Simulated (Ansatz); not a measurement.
Coupled-cluster diagnostics for FePt₂, Ansatz.

Geometry of the singlet (PBE0-D4/def2-TZVP):

```xyz
3

Fe   -0.1607   -1.2572    0.2422
Pt   -0.3331    0.4815   -1.2961
Pt    0.4937    0.7757    1.0539
```

In the def2 sets Pt takes a core potential; there is no spin–orbit coupling. Correlated methods freeze 5 core orbitals; core or outer-core shells of Fe, Pt are correlated, in sets that lack core-valence functions. No other spin state of charge 0 was run. The geometry of the singlet was relaxed on an unsound state (restricted singlet whose occupied levels cross empty ones at other levels, untested at these). Another isomer (quintet) lies 3.03 eV lower at PBE0-D4/def2-TZVP; other spin states weren't run for this one.

Q: Estimate the CCSD(T) correlation energy, the shares of MP2 and (T), T1 and the reference's ⟨S²⟩ for: charge 0, singlet, own geometry in def2-TZVP; and the rough time on 4 threads of Arm Neoverse V1 on a shared host.

A: 
```
                          state      basis  correlation (eV)  MP2 share (%)  (T) share (%)     T1  ⟨S²⟩ (pure)  wall time                                    remarks
charge 0, singlet, own geometry  def2-TZVP           -37.447          102.0            5.1  0.060  0.00 (0.00)       79 s  large T1 (0.060), restricted SCF unstable
```
Customary marks for T1 are 0.02 (closed shells), 0.045 (open shells) and about 0.05 (3d metals). T1 exceeds 0.02 in 1 of 1 rows and 0.045 in 1; the higher it lies, the less the single-reference result can be trusted.
